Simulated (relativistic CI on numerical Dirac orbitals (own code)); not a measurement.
## Hyperfine structure of Si XIII, mass number 29

Calculated at this level of theory: Dirac-Coulomb-Breit CI, separate exchange-only KLI orbitals for each configuration, a model potential for QED, unscaled Slater integrals (own radial code, finite nucleus).

Configurations in the expansion: 1s2, 1s 2s, 1s 2p, 1s 3s, 1s 3p, 1s 3d, 1s 4s, 1s 4p, 1s 4d, 1s 4f, 1s 5s, 1s 5p, 1s 5d, 1s 5f, 1s 5g, 1s 6s, 1s 6p, 1s 6d. Levels of other configurations are missing.

Nuclear spin I = 1/2, μ = -0.55505 μN (tables of Stone and Pyykkö). The electronic factors are computed for point nuclear moments, without core polarisation or the Bohr-Weisskopf and QED corrections.

| Level | E (Ry) | A (GHz) |
| --- | --- | --- |
| 1s 2s 3S_1 | 135.107 | -434.4 |
| 1s 2p 3P°_1 | 136.164 | -239.5 |
| 1s 2p 3P°_2 | 136.229 | -199.5 |
| 1s 2p 1P°_1 | 137.020 | 23.19 |
| 1s 3s 3S_1 | 159.804 | -404.6 |
| 1s 3p 3P°_1 | 160.096 | -234 |
| 1s 3p 3P°_2 | 160.115 | -197.3 |
| 1s 3d 3D_1 | 160.270 | 195.3 |

Levels with J = 0, under 50 % of one LS term, or S terms without an open s electron are left out. Small factors come from cancelling terms and can be off by tens of per cent or more.

At this charge energies of transitions that change n are usually good to better than 1 %, and those within a shell (Δn = 0) to a few per cent.

Problem. Give the hyperfine levels of 1s 2s 3S_1 relative to its centre of gravity.

Solution. With K = F(F + 1) − I(I + 1) − J(J + 1), E = AK/2: F = 1/2: 434.4, F = 3/2: -217.2 GHz.

LS names give the leading component of a level, which can be under half, so a name can repeat, a term be missing and a line seem to break the LS rules.
